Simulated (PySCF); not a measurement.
Molfile (atoms numbered from 1):
```
C3H16Si4
     RDKit          3D

 23 22  0  0  0  0  0  0  0  0999 V2000
    3.5360    0.1456    0.6331 C   0  0  0  0  0  0  0  0  0  0  0  0
    2.3749   -0.0730   -0.3259 C   0  0  0  0  0  0  0  0  0  0  0  0
    1.0444   -0.3106    0.3876 C   0  0  0  0  0  0  0  0  0  0  0  0
   -0.4306   -0.5724   -0.7652 Si  0  0  0  0  0  4  0  0  0  0  0  0
   -2.3990   -0.8841    0.4692 Si  0  0  0  0  0  4  0  0  0  0  0  0
   -2.7907    1.0431    1.7438 Si  0  0  0  0  0  4  0  0  0  0  0  0
   -4.2362   -1.2648   -0.9327 Si  0  0  0  0  0  4  0  0  0  0  0  0
    3.6817   -0.7287    1.2869 H   0  0  0  0  0  0  0  0  0  0  0  0
    3.3555    1.0167    1.2833 H   0  0  0  0  0  0  0  0  0  0  0  0
    4.4794    0.3209    0.0937 H   0  0  0  0  0  0  0  0  0  0  0  0
    2.5973   -0.9312   -0.9836 H   0  0  0  0  0  0  0  0  0  0  0  0
    2.2821    0.7988   -0.9968 H   0  0  0  0  0  0  0  0  0  0  0  0
    1.1150   -1.1925    1.0490 H   0  0  0  0  0  0  0  0  0  0  0  0
    0.8077    0.5414    1.0503 H   0  0  0  0  0  0  0  0  0  0  0  0
   -0.1963   -1.7547   -1.6562 H   0  0  0  0  0  0  0  0  0  0  0  0
   -0.6211    0.6257   -1.6459 H   0  0  0  0  0  0  0  0  0  0  0  0
   -2.2333   -2.0497    1.4003 H   0  0  0  0  0  0  0  0  0  0  0  0
   -4.0267    0.9092    2.5754 H   0  0  0  0  0  0  0  0  0  0  0  0
   -2.9569    2.2128    0.8255 H   0  0  0  0  0  0  0  0  0  0  0  0
   -1.6333    1.3197    2.6518 H   0  0  0  0  0  0  0  0  0  0  0  0
   -5.4912   -1.4182   -0.1330 H   0  0  0  0  0  0  0  0  0  0  0  0
   -4.0350   -2.4994   -1.7526 H   0  0  0  0  0  0  0  0  0  0  0  0
   -4.3997   -0.0989   -1.8559 H   0  0  0  0  0  0  0  0  0  0  0  0
  1  2  1  0
  2  3  1  0
  3  4  1  0
  4  5  1  0
  5  6  1  0
  5  7  1  0
  1  8  1  0
  1  9  1  0
  1 10  1  0
  2 11  1  0
  2 12  1  0
  3 13  1  0
  3 14  1  0
  4 15  1  0
  4 16  1  0
  5 17  1  0
  6 18  1  0
  6 19  1  0
  6 20  1  0
  7 21  1  0
  7 22  1  0
  7 23  1  0
M  END
```

Geometry: PBE0-D3(BJ)/def2-SVP; GIAO absolute shieldings from PySCF, gas phase, non-relativistic, averaged over equivalent atoms.

At PBE0/pcSseg-1 (227 basis functions, 83 s wall time on 1 thread of an Arm Neoverse N1, shared host):
```tsv
atoms	σ (ppm)
C2	159.6
C1	164.0
C3	169.5
Si4	412.6
Si6/Si7	455.1
Si5	486.2
H15/H16	27.35
H18/H19/H20/H21/H22/H23	27.61
H17	28.19
H11/H12	29.94
H8/H9/H10	30.19
H13/H14	30.66
```

Question: Predict the values at KT3/pcSseg-1 on the same geometry.

Answer: 
```json
{"atoms": "C2", "σ at KT3/pcSseg-1": "154.6", "change": "-5.0"}
{"atoms": "C1", "σ at KT3/pcSseg-1": "160.9", "change": "-3.1"}
{"atoms": "C3", "σ at KT3/pcSseg-1": "165.4", "change": "-4.1"}
{"atoms": "Si4", "σ at KT3/pcSseg-1": "423.9", "change": "+11.3"}
{"atoms": "Si6/Si7", "σ at KT3/pcSseg-1": "464.3", "change": "+9.2"}
{"atoms": "Si5", "σ at KT3/pcSseg-1": "489.9", "change": "+3.7"}
{"atoms": "H15/H16", "σ at KT3/pcSseg-1": "27.51", "change": "+0.16"}
{"atoms": "H18/H19/H20/H21/H22/H23", "σ at KT3/pcSseg-1": "27.77", "change": "+0.16"}
{"atoms": "H17", "σ at KT3/pcSseg-1": "28.30", "change": "+0.11"}
{"atoms": "H11/H12", "σ at KT3/pcSseg-1": "29.90", "change": "-0.04"}
{"atoms": "H8/H9/H10", "σ at KT3/pcSseg-1": "30.22", "change": "+0.03"}
{"atoms": "H13/H14", "σ at KT3/pcSseg-1": "30.62", "change": "-0.04"}
```

The largest change is at Si4 (silicon bonded to C, Si, 2 H). Cost: 227 basis functions, 100 s wall time on 1 thread of an Arm Neoverse N1, shared host. The order of the carbon signals is the same at both levels.
